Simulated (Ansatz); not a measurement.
XB6: binding per atom (eV) at several levels, gas phase, relaxed structures; Ansatz. Clusters are the lowest isomers that short searches found in that spin, judged at the geometry's level. Binding counts from free atoms in the multiplicity of their measured ground term, without zero-point energy. The structures are stationary points that may keep the symmetry of their start. Correlated methods freeze inner cores and use unrestricted references for open shells. Remarks come from the PBE and PBE0 runs and from stability tests at other levels; not every state was tested.

```csv
species,state,geometry,PBE-D4/def2-SVP,PBE-D4/def2-TZVPD,r2SCAN-D4/def2-TZVP,B3LYP-D4/6-31G,PBE0-D4/def2-TZVPD,RPA@PBE/def2-TZVP,remarks
B6N,doublet,B3LYP-D4/def2-SVP,4.83,4.76,4.57,4.25,4.56,3.83,–
MgB6,singlet,PBE0-D4/def2-SVP,4.00,3.94,3.81,3.45,3.77,3.11,restricted SCF unstable in HF
AlB6,doublet,r2SCAN-D4/def2-SVP,4.31,4.22,4.11,3.62,4.08,3.34,–
```
